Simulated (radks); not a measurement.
These are the eigenvalues of the occupied orbitals of an atom or ion with whole-number occupations (Ry). All-electron calculation, scalar-relativistic Kohn-Sham, LDA (Slater exchange, Perdew-Wang correlation), spin-polarised, spherical densities, finite nucleus; Fermi nuclear charge, rms radius of each element as measured or else 0.836 A^(1/3) + 0.57 fm. Program: a radial shooting solver on a logarithmic mesh with Libxc functionals.

1s up: -6288.550
1s down: -6288.550
2s up: -1122.702
2s down: -1122.695
2p up: -966.9058
2p down: -966.8998
3s up: -270.5737
3s down: -270.5700
3p up: -225.7098
3p down: -225.7058
3d up: -179.0350
3d down: -179.0295
4s up: -62.99526
4s down: -62.98786
4p up: -48.27599
4p down: -48.26855
4d up: -30.98626
4d down: -30.97757
5s up: -13.05134
5s down: -13.01015
4f up: -11.83847
4f down: -11.82742
5p up: -8.99165
5p down: -8.94407
5d up: -4.41418
5d down: -4.36445

Which element is it, and in what charge state? The configuration may be excited. Open shells, if any, are filled with parallel spins first.

Answer. Z = 81, thallium, charge +4: Tl4+ in [Xe] 4f14 5d9. The list shows which subshells hold electrons but not how many an open one holds; the 1s level, -3144.3 hartree, gives Z - s = 79.3 by -(Z - s)^2/2, which with screening and relativity narrows Z to a few neighbours, and the depths of the outer levels then fix element, charge and occupations together.
